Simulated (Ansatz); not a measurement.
`B[O][GeH2][F]`. Charge 0, multiplicity 1.

| atom | x (Å) | y (Å) | z (Å) |
| --- | --- | --- | --- |
| B1 | 0.075 | 0.603 | 1.453 |
| O2 | -0.723 | 0.202 | 0.443 |
| Ge3 | -0.153 | -0.542 | -1.067 |
| F4 | 0.021 | 0.771 | -2.180 |
| H5 | -0.441 | 1.131 | 2.398 |
| H6 | 1.266 | 0.422 | 1.401 |
| H7 | 1.234 | -1.155 | -0.864 |
| H8 | -1.279 | -1.433 | -1.585 |

Question: List the harmonic frequencies (cm⁻¹, unscaled) at PBE0-D4/def2-TZVP in Ansatz. (An estimate is asked.)

Answer: Computed: 47, 210, 224, 330, 583, 631, 654, 714, 803, 850, 1023, 1056, 1212, 1378, 2196, 2224, 2525, 2630.

Question: Is this a minimum?

Answer: Yes, all 18 modes are real.

Question: Give the ideal-gas thermochemistry at 298.15 K and 1 bar (rigid rotor, harmonic oscillator; point group C1, symmetry number 1).

Answer: Zero-point energy 115.4 kJ/mol; H(298) − E = 133.4 kJ/mol; entropy 327.3 J/(mol·K), of which translation 168.8, rotation 107.1, vibration 51.4; G(298) − E = 35.8 kJ/mol. Modes under 100 cm⁻¹ are hindered rotations or soft bends, so the harmonic entropy is rough.

Question: And at 400, 500, 600, 800 and 1000 K?

Answer: 
```csv
T (K),H − E (kJ/mol),S (J/mol/K),G − E (kJ/mol)
400,143.2,355.6,1.0
500,154.3,380.4,-35.8
600,166.6,402.6,-75.0
800,193.5,441.3,-159.5
1000,222.9,474.0,-251.1
```
